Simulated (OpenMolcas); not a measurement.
# Cr4+: moving the ligands

Cr4+ with its 6 nearest chloride ions at 2.357 Å, on the Zr site of Cs2ZrCl6 (a = 10.407 Å, distance in the model lattice 2.446 Å). The rest of the host is ab initio model potentials to 7.6 Å and point charges beyond; the distance is set by hand and nothing relaxes. Ligand basis ANO-RCC-VDZP.
```
Cr    0.0000    0.0000    0.0000
Cl    2.3570    0.0000    0.0000
Cl    0.0000    2.3570    0.0000
Cl   -2.3570    0.0000    0.0000
Cl    0.0000   -2.3570    0.0000
Cl    0.0000    0.0000    2.3570
Cl    0.0000    0.0000   -2.3570
```

```
Program             : OpenMolcas
Method              : CASSCF
Basis               : ANO-RCC-VTZP [6s5p3d2f1g]
Scalar Hamiltonian  : DKH2, point nucleus
Active space        : 2 electrons in 5 orbitals (3d)
State averaging     : 2S+1 = 3 even, 10 roots; 2S+1 = 1 even, 15 roots
Spin-orbit coupling : RASSI with atomic mean-field integrals over the reference wave functions
```

Runs around this geometry, states (labels of O, the rotations of Oh). Energies in cm-1 above the lowest state or level, χT in cm3 K/mol; under a threefold ground state the first gap can be a small split of the lowest multiplet, not the spin-orbit step.

```json
{"R (Å)": "2.31", "Ground state": "3T1", "First state of that spin": "3T2 15963", "First gap with spin-orbit (degeneracies)": "5.4 (2, 3)", "χT at 300 K": "0.762", "First state of another spin": "1T2 14455"}
{"R (Å)": "2.357", "Ground state": "3T1", "First state of that spin": "3T2 14865", "First gap with spin-orbit (degeneracies)": "5.9 (2, 3)", "χT at 300 K": "0.760", "First state of another spin": "1T2 14599"}
{"R (Å)": "2.446", "Ground state": "3T1", "First state of that spin": "3T2 13089", "First gap with spin-orbit (degeneracies)": "6.9 (2, 3)", "χT at 300 K": "0.759", "First state of another spin": "1T2 14809"}
```

Taking the first state of the same spin as R^-n, n = -ln(13089 / 15963) / ln(2.446 / 2.31) = 3.5 between the shortest and longest distance.

An orbital triplet at a regular site is open to Jahn-Teller coupling, which can distort the site and quench the lowest spin-orbit gaps and is left out. Without dynamic correlation the repulsion within the d shell is too large (B by tens of per cent), so at a given field states of lower spin stand too high. Ligand-to-metal charge-transfer states are missing. With no ligand orbital active B as a rule stays too high, so bands that hang on it stand too high and its fall with covalency is understated. With metal d orbitals alone and no dynamic correlation the field as a rule comes out too small, by tens of per cent, by up to half for chloride and softer ligands. The least metal-like active orbital is 73 % on the metal (Löwdin) and no ligand orbital is active, so the numbers are rough (holds for R = 2.31; R = 2.357). The least metal-like active orbital is 72 % on the metal (Löwdin) and no ligand orbital is active, so the numbers are rough (holds for R = 2.446). No measured value stands beside these numbers; the geometry was set by hand and not optimised.
